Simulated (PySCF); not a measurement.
## AsP: frontier orbitals

RHF at R = 1.999 Å; basis As 6-31G(d,p), P 6-31G(d,p); no relativity; PySCF 2.14. State: ¹Σ⁺ (singlet), closed shell. Only the outer orbitals are listed, counted within each symmetry.

| orbital | occ. | ε (eV) | on As (%) | main shells (%) |
| --- | --- | --- | --- | --- |
| 10σ | 2 | -24.12 | 52 | 45 As s, 43 P s |
| 11σ | 2 | -16.57 | 50 | 43 As s, 42 P s |
| 12σ | 2 | -10.72 | 50 | 42 As p, 42 P p |
| 5π | 2 | -9.68 | 50 | 49 P p, 48 As p |
| 5π | 2 | -9.68 | 50 | 49 P p, 48 As p |
| 6π | 0 | 0.36 | 52 | 51 As p, 48 P p |
| 6π | 0 | 0.36 | 52 | 51 As p, 48 P p |
| 13σ | 0 | 4.56 | 84 | 84 As p, 35 P p |

Problem. Which are the highest filled and the lowest empty level, where do they sit, and how wide is the gap?

Solution. Highest filled 5π at -9.68 eV (in %: 49 P p, 48 As p); lowest empty 6π at 0.36 eV (in %: 51 As p, 48 P p); the gap at RHF is 10.04 eV. An empty level above zero is unbound, and its energy depends on the basis.

* bond order (Mayer): 2.92
* ⟨S²⟩: 0.000
* charge on As (Mulliken, basis-dependent): -0.04
* charge on As (Löwdin, basis-dependent): -0.04
* dipole moment (positive dipole means As(−)P(+)): -0.52 D
* polarisability along the bond: 77.7 bohr³
* polarisability across the bond: 26.2 bohr³
